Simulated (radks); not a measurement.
Results of a calculation; reference values are marked as such.
Neutral germanium inside a hard spherical wall (all orbitals vanish at R), configuration held at [Ar] 3d10 4s2 4p2 and not refilled when levels cross. Level of theory: non-relativistic Kohn-Sham, PBEsol, spin-polarised, spherical densities, point nucleus; open shells are filled with parallel spins first (a radial shooting solver on a logarithmic mesh with Libxc functionals). Eigenvalues in eV for spin up, with the zero of energy where the potential of the charges vanishes at infinity; a dash marks a level that is unbound or too diffuse for the functional's potential to be trusted. A positive occupied level is held by the wall or, in an anion where self-interaction has pushed it up, behind a barrier. The pressure on the wall is -dE/dV.

| R (bohr) | E (hartree) | kinetic (hartree) | e(3p) | e(3d) | e(4s) | e(4p) | e(5s, empty) | e(5p, empty) | pressure (GPa) |
|---|---|---|---|---|---|---|---|---|---|
| free | -2075.16298 | 2073.661 | -114.00 | -30.011 | -11.911 | -4.448 | - | - | 0 |
| 15 | -2075.16298 | 2073.661 | -114.00 | -30.010 | -11.911 | -4.448 | -0.388 | 0.595 | < 0.0001 |
| 12 | -2075.16295 | 2073.662 | -113.99 | -30.006 | -11.908 | -4.444 | -0.162 | 1.168 | 0.000583 |
| 10 | -2075.16267 | 2073.664 | -113.97 | -29.978 | -11.886 | -4.422 | 0.307 | 2.122 | 0.00798 |
| 8 | -2075.16012 | 2073.684 | -113.80 | -29.810 | -11.761 | -4.286 | 1.646 | 4.421 | 0.117 |
| 7 | -2075.15412 | 2073.722 | -113.52 | -29.534 | -11.563 | -4.052 | 3.211 | 6.794 | 0.484 |
| 6 | -2075.13466 | 2073.831 | -112.87 | -28.894 | -11.105 | -3.471 | 6.306 | 11.056 | 2.18 |
| 3.5 | -2074.45996 | 2076.459 | -104.62 | -20.868 | -3.479 | 6.639 | 45.306 | 56.116 | 193 |
| 2.5 | -2071.78817 | 2085.034 | -90.455 | -7.006 | 17.978 | 32.737 | 129.23 | 144.81 | 2220 |
